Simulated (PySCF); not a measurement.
## Broadened absorption spectrum of C6H7OPS

Species: C6H7OPS.
SMILES with atom numbers: `[CH3:1][O:2]/[CH:3]=[P:4]\[c:5]1[cH:6][cH:7][cH:8][s:9]1` (hydrogens: H10, H11, H12 on C1; H13 on C3; H14 on C6; H15 on C7; H16 on C8)

Geometry (GFN2-xTB, Å), atoms numbered from 1 in this order:
```
atom  x, y, z in Å
C1    -2.5056    1.3810   -1.3182
O2    -1.5379    0.6452   -0.6108
C3    -1.9914   -0.3009    0.2351
P4    -1.0107   -1.3070    1.1671
C5     0.6436   -0.7772    0.7141
C6     1.7722   -1.3496    1.2503
C7     2.9668   -0.7958    0.7602
C8     2.7426    0.1943   -0.1445
S9     1.0725    0.4726   -0.4181
H10   -1.9585    2.0968   -1.9289
H11   -3.1014    0.7282   -1.9643
H12   -3.1722    1.9162   -0.6341
H13   -3.0679   -0.4164    0.3158
H14    1.7270   -2.1443    1.9744
H15    3.9469   -1.1181    1.0645
H16    3.4665    0.7838   -0.6717
```

Theory: PySCF, TDDFT CAM-B3LYP/def2-SVPD, vertical, gas phase, core orbitals frozen in the response.

Each state is given a Gaussian of 0.25 eV full width at half maximum, with ε(max) = 2.175×10⁸ f / Δν̃ (Δν̃ the width in cm⁻¹). The width is an assumption, not a result. The curve ends short of the highest state used, and states not computed would add to its high-energy end.

```tsv
E (eV)	ε (L mol⁻¹ cm⁻¹)
3.83	66
3.90	552
3.98	3642
4.05	11912
4.12	25223
4.20	34913
4.27	29122
4.34	15727
4.42	4567
4.49	972
4.56	134
4.64	8
4.71	0
4.78	1
4.86	10
4.93	84
5.00	454
5.08	1853
5.15	4005
5.22	5685
5.30	5391
5.37	4599
5.44	5818
5.52	9010
```

(1) Locate the maxima and give the states behind the curve.

(2) On this curve, what absorbance would a 10⁻⁵ mol/L sample give at 308 nm over a 1 cm path?

Answers

(1) 295 nm (4.21 eV), ε about 35000, made up of S1 (100%); 236 nm (5.25 eV), ε about 5900, made up of S2 (91%) (ε in L mol⁻¹ cm⁻¹; maxima over ε = 5, shares over 10%). At its high-energy end, 5.52 eV, the curve is still rising (ε about 9000, from S4 and S6). The states used: S1 4.21 eV (f 0.324); S2 5.24 eV (f 0.050); S3 5.31 eV (f 0.0044); S4 5.56 eV (f 0.055); S5 5.57 eV (f 0.0054); S6 5.59 eV (f 0.031); S7 5.86 eV (f 0.103); S8 6.12 eV (f 0.0049).

(2) 308 nm is 4.025 eV, where ε is about 8300 L mol⁻¹ cm⁻¹, so A = ε c l ≈ 0.083 (Beer–Lambert, with the gas-phase spectrum and the assumed width).

One conformer stands for the species.
